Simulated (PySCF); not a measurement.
Two species compared at the same levels of theory.

First species: C4H5Cl3.
Numbering: `[Cl:1][CH:2]([Cl:3])[C:4]1([Cl:5])[CH2:6][CH2:7]1` (hydrogens: H8 on C2; H9, H10 on C6; H11, H12 on C7)

Second species: Thiazole, C3H3NS.
Geometry (GFN2-xTB, Å), atoms numbered from 1 in this order:
```
atom  x, y, z in Å
C1     0.5576    0.8187    0.3707
C2     1.0092   -0.4257    0.6775
S3    -0.2716   -1.5671    0.5695
C4    -1.3187   -0.2569    0.1153
N5    -0.7566    0.8914    0.0570
H6     1.1477    1.7167    0.3597
H7     1.9960   -0.7352    0.9547
H8    -2.3546   -0.4324   -0.0941
```

Levels: PBE0/pcSseg-1 for dipole moment, HOMO energy, LUMO energy and HOMO–LUMO gap; GFN2-xTB for rotational constant A and rotational constant C. Geometries: GFN2-xTB. All species are isolated and taken at one optimised geometry, non-relativistic unless stated; the electronic structure was computed with PySCF and density fitting.

The conformers computed, where there is a choice (atom-mapped SMILES and torsion angles):
- `[Cl:1][CH:2]([Cl:3])[C:4]1([Cl:5])[CH2:6][CH2:7]1`: Cl1–C2–C4–Cl5 171°

```csv
property,column X,column Y
dipole moment,1.51 D,1.91 D
HOMO energy,-7.44 eV,-8.27 eV
LUMO energy,-0.87 eV,-0.13 eV
HOMO–LUMO gap,6.57 eV,8.14 eV
rotational constant A,8.705 GHz,1.890 GHz
rotational constant C,3.371 GHz,0.895 GHz
```

**Question.** Which column belongs to which species?

**Answer.** Column X is the second species and column Y the first. The first has 12 atoms and 80 electrons, the second 8 and 44.

**Question.** How does each property change from the first species to the second?

**Answer.** dipole moment -0.40 D; HOMO energy +0.83 eV; LUMO energy -0.74 eV; HOMO–LUMO gap -1.57 eV; rotational constant A +6.815 GHz; rotational constant C +2.476 GHz.

On the first: The dipole matches unit charges of opposite sign 0.40 Å apart (1 e·Å = 4.8032 D).

On the second: The dipole matches unit charges of opposite sign 0.31 Å apart (1 e·Å = 4.8032 D). A dipole of 1.51 D is allowed in Cs, and pure rotational transitions are dipole-allowed.
